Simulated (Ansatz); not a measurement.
Molecular dynamics of GaH₃O

Input:

```yaml
crystal:
  periodic: [false, false, false]
  atoms:
    - { symbol: Ga, position_ang: [-0.089722, -0.066049, -0.039664] }
    - { symbol: H, position_ang: [0.161534, -0.055384, 1.51057] }
    - { symbol: O, position_ang: [1.278985, -0.43185, -1.110536] }
    - { symbol: H, position_ang: [2.132412, -0.614389, -0.753017] }
    - { symbol: H, position_ang: [-1.442709, 0.215772, -0.767253] }
basis:
  gaussian: { orbitals: def2-SVP }
hamiltonian:
  xc: hf
md:
  timestep: 0.5
  n_steps: 150
  ensemble: nvt_langevin
  temperature: 2000.0
  initial_velocities: maxwell_boltzmann
  seed: 260462
  friction: 0.02
```

Command:

```bash
$ ansatz run input.yaml --threads 1 --pin off --max-ram 2048MiB --backend cpu --events-out ev --progress --plain --runs-dir out
```

It starts from a relaxed structure.

Output, in part (one step line in 3, the closing report, with atoms numbered from 0):

```
md step     0: t =     0.00 fs  T =  1600.0 K  F+E_penalty+E_count = -54410.78040570 eV  E_kin = 1.034080 eV  (27 SCF iters)
md step     3: t =     1.50 fs  T =  1651.4 K  F+E_penalty+E_count = -54410.61989134 eV  E_kin = 1.067323 eV  (23 SCF iters)
md step     6: t =     3.00 fs  T =  1298.6 K  F+E_penalty+E_count = -54410.49401734 eV  E_kin = 0.839289 eV  (23 SCF iters)
md step     9: t =     4.50 fs  T =  2026.3 K  F+E_penalty+E_count = -54410.35413644 eV  E_kin = 1.309609 eV  (23 SCF iters)
md step    12: t =     6.00 fs  T =  1639.1 K  F+E_penalty+E_count = -54410.04807024 eV  E_kin = 1.059340 eV  (22 SCF iters)
md step    15: t =     7.50 fs  T =  1245.5 K  F+E_penalty+E_count = -54409.98800160 eV  E_kin = 0.804976 eV  (23 SCF iters)
md step    18: t =     9.00 fs  T =   679.9 K  F+E_penalty+E_count = -54409.80667152 eV  E_kin = 0.439423 eV  (22 SCF iters)
md step    21: t =    10.50 fs  T =   906.0 K  F+E_penalty+E_count = -54409.69342451 eV  E_kin = 0.585563 eV  (23 SCF iters)
md step    24: t =    12.00 fs  T =   920.6 K  F+E_penalty+E_count = -54409.62557528 eV  E_kin = 0.594984 eV  (23 SCF iters)
md step    27: t =    13.50 fs  T =  1024.7 K  F+E_penalty+E_count = -54409.52444626 eV  E_kin = 0.662245 eV  (24 SCF iters)
md step    30: t =    15.00 fs  T =  1149.6 K  F+E_penalty+E_count = -54409.63301126 eV  E_kin = 0.743006 eV  (33 SCF iters)
md step    33: t =    16.50 fs  T =  1297.0 K  F+E_penalty+E_count = -54409.87889462 eV  E_kin = 0.838224 eV  (33 SCF iters)
md step    36: t =    18.00 fs  T =  1884.8 K  F+E_penalty+E_count = -54410.02021868 eV  E_kin = 1.218129 eV  (33 SCF iters)
md step    39: t =    19.50 fs  T =  2063.7 K  F+E_penalty+E_count = -54410.05936886 eV  E_kin = 1.333743 eV  (33 SCF iters)
md step    42: t =    21.00 fs  T =  2217.8 K  F+E_penalty+E_count = -54410.04134835 eV  E_kin = 1.433373 eV  (34 SCF iters)
md step    45: t =    22.50 fs  T =  2360.7 K  F+E_penalty+E_count = -54409.98497962 eV  E_kin = 1.525701 eV  (33 SCF iters)
md step    48: t =    24.00 fs  T =  2335.2 K  F+E_penalty+E_count = -54410.09826651 eV  E_kin = 1.509241 eV  (34 SCF iters)
md step    51: t =    25.50 fs  T =  2327.4 K  F+E_penalty+E_count = -54410.14223348 eV  E_kin = 1.504217 eV  (33 SCF iters)
md step    54: t =    27.00 fs  T =  2455.2 K  F+E_penalty+E_count = -54410.12589536 eV  E_kin = 1.586765 eV  (35 SCF iters)
md step    57: t =    28.50 fs  T =  2517.6 K  F+E_penalty+E_count = -54410.13789881 eV  E_kin = 1.627104 eV  (23 SCF iters)
md step    60: t =    30.00 fs  T =  2574.3 K  F+E_penalty+E_count = -54410.10039320 eV  E_kin = 1.663760 eV  (23 SCF iters)
md step    63: t =    31.50 fs  T =  2371.6 K  F+E_penalty+E_count = -54410.00184448 eV  E_kin = 1.532735 eV  (24 SCF iters)
md step    66: t =    33.00 fs  T =  2161.8 K  F+E_penalty+E_count = -54409.86551932 eV  E_kin = 1.397152 eV  (29 SCF iters)
md step    69: t =    34.50 fs  T =  2004.5 K  F+E_penalty+E_count = -54409.71684742 eV  E_kin = 1.295515 eV  (24 SCF iters)
md step    72: t =    36.00 fs  T =  1842.2 K  F+E_penalty+E_count = -54409.55619114 eV  E_kin = 1.190610 eV  (24 SCF iters)
md step    75: t =    37.50 fs  T =  1823.6 K  F+E_penalty+E_count = -54409.59435427 eV  E_kin = 1.178603 eV  (23 SCF iters)
md step    78: t =    39.00 fs  T =  1747.3 K  F+E_penalty+E_count = -54409.69816800 eV  E_kin = 1.129303 eV  (23 SCF iters)
md step    81: t =    40.50 fs  T =  1389.6 K  F+E_penalty+E_count = -54409.78692190 eV  E_kin = 0.898095 eV  (24 SCF iters)
md step    84: t =    42.00 fs  T =  1692.7 K  F+E_penalty+E_count = -54409.90277748 eV  E_kin = 1.093996 eV  (23 SCF iters)
md step    87: t =    43.50 fs  T =  2011.7 K  F+E_penalty+E_count = -54409.92520417 eV  E_kin = 1.300142 eV  (24 SCF iters)
md step    90: t =    45.00 fs  T =  2500.5 K  F+E_penalty+E_count = -54410.04520502 eV  E_kin = 1.616054 eV  (24 SCF iters)
md step    93: t =    46.50 fs  T =  2539.3 K  F+E_penalty+E_count = -54410.15504725 eV  E_kin = 1.641129 eV  (23 SCF iters)
md step    96: t =    48.00 fs  T =  2553.9 K  F+E_penalty+E_count = -54410.20288017 eV  E_kin = 1.650586 eV  (24 SCF iters)
md step    99: t =    49.50 fs  T =  2387.1 K  F+E_penalty+E_count = -54410.13469338 eV  E_kin = 1.542808 eV  (23 SCF iters)
md step   102: t =    51.00 fs  T =  2152.9 K  F+E_penalty+E_count = -54409.98807277 eV  E_kin = 1.391411 eV  (22 SCF iters)
md step   105: t =    52.50 fs  T =  1960.1 K  F+E_penalty+E_count = -54409.95760537 eV  E_kin = 1.266789 eV  (23 SCF iters)
md step   108: t =    54.00 fs  T =  2086.2 K  F+E_penalty+E_count = -54409.99501203 eV  E_kin = 1.348324 eV  (23 SCF iters)
md step   111: t =    55.50 fs  T =  2505.5 K  F+E_penalty+E_count = -54409.98892100 eV  E_kin = 1.619293 eV  (21 SCF iters)
md step   114: t =    57.00 fs  T =  3041.1 K  F+E_penalty+E_count = -54410.08683553 eV  E_kin = 1.965456 eV  (23 SCF iters)
md step   117: t =    58.50 fs  T =  2761.9 K  F+E_penalty+E_count = -54410.08140270 eV  E_kin = 1.785012 eV  (28 SCF iters)
md step   120: t =    60.00 fs  T =  2374.4 K  F+E_penalty+E_count = -54409.99764999 eV  E_kin = 1.534598 eV  (24 SCF iters)
md step   123: t =    61.50 fs  T =  2395.8 K  F+E_penalty+E_count = -54410.05228711 eV  E_kin = 1.548400 eV  (23 SCF iters)
md step   126: t =    63.00 fs  T =  2448.3 K  F+E_penalty+E_count = -54410.16323691 eV  E_kin = 1.582352 eV  (23 SCF iters)
md step   129: t =    64.50 fs  T =  2870.3 K  F+E_penalty+E_count = -54410.24040725 eV  E_kin = 1.855081 eV  (23 SCF iters)
md step   132: t =    66.00 fs  T =  2495.8 K  F+E_penalty+E_count = -54410.16912023 eV  E_kin = 1.613041 eV  (23 SCF iters)
md step   135: t =    67.50 fs  T =  2324.5 K  F+E_penalty+E_count = -54410.08169027 eV  E_kin = 1.502295 eV  (23 SCF iters)
md step   138: t =    69.00 fs  T =  2433.3 K  F+E_penalty+E_count = -54410.03640826 eV  E_kin = 1.572626 eV  (22 SCF iters)
md step   141: t =    70.50 fs  T =  2687.3 K  F+E_penalty+E_count = -54410.08556912 eV  E_kin = 1.736791 eV  (22 SCF iters)
md step   144: t =    72.00 fs  T =  3163.6 K  F+E_penalty+E_count = -54410.25182612 eV  E_kin = 2.044643 eV  (23 SCF iters)
md step   147: t =    73.50 fs  T =  2945.3 K  F+E_penalty+E_count = -54410.38431848 eV  E_kin = 1.903522 eV  (22 SCF iters)
md step   150: t =    75.00 fs  T =  2913.1 K  F+E_penalty+E_count = -54410.41758070 eV  E_kin = 1.882711 eV  (28 SCF iters)
Total energy: -54410.41758070 eV, -1999.5459653849 hartree
Atom 0 at    -0.104245    -0.570353     0.216109 Å, force     1.244909     0.944685    -2.061661 eV/Å
Atom 1 at     1.149278    -0.361619     1.101673 Å, force     0.036896    -0.030659     0.407685 eV/Å
Atom 2 at     0.432840     0.171508    -1.404600 Å, force    -0.618553    -0.426363     0.959858 eV/Å
Atom 3 at     0.152445     0.453048    -2.271916 Å, force    -0.254352    -0.488635     0.901054 eV/Å
Atom 4 at    -1.390671    -1.346531     0.568103 Å, force    -0.408901     0.000972    -0.206936 eV/Å
Dipole moment:    -0.366706    -0.065619     0.024930 e Å
```

The run went to its last step. The mean temperature of the second half is 20 % above the set value. A run of 0.075 ps of so small a system gives no equilibrium averages.

The same pairs are bonded in the first frame and the last. Pairs count as bonded within 1.25 times the sum of covalent radii (0.12 Å more for H–H).

Last frame:

```xyz
5
Properties=species:S:1:pos:R:3
Ga -0.104 -0.570 0.216
H 1.149 -0.362 1.102
O 0.433 0.172 -1.405
H 0.152 0.453 -2.272
H -1.391 -1.347 0.568
```

Run time: 94 s on 1 thread of Arm Neoverse V1, on a shared host, peak memory 0.1 GiB.
